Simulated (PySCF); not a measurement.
A GIAO shielding run with PySCF 2.14 (density fitting, non-relativistic, gas phase) on `C1CC=C(/P=C/F)C1`, C6H8FP:

```
$ OMP_NUM_THREADS=1 python probes_run.py task.json out

{"job": {"kind": "nmr", "xc": "PBE0", "basis": "pcSseg-1"}, "charge": 0, "multiplicity": 1}
F      4.273105    -0.394426     0.676882
C      2.957411    -0.315037     0.405852
P      1.909129     0.361457     1.524888
C      0.345629     0.192526     0.641614
C     -0.824813     0.455022     1.228661
C     -1.986605     0.226474     0.318532
C     -1.330022     0.077715    -1.063522
C      0.145730    -0.254213    -0.784761
H      2.734979    -0.736620    -0.565074
H     -0.953659     0.770216     2.249849
H     -2.512543    -0.686398     0.613515
H     -2.706544     1.045005     0.354784
H     -1.394340     1.023795    -1.601664
H     -1.811796    -0.689088    -1.666997
H      0.333813    -1.328038    -0.867083
H      0.812926     0.260553    -1.476887
```

Hardware: 1 thread of an Arm Neoverse V2, shared host. The job also computes population analyses, field gradients, ring-centre shieldings.

**Question.** How large is the calculation?

**Answer.** 68 electrons, 183 basis functions and 968 auxiliary functions.

**Question.** How long does it take, and how much memory does it need?

**Answer.** 24 s of wall time, with 14 SCF cycles and 5 response iterations; peak memory 0.88 GiB. Times on a shared host scatter by some tens of per cent.
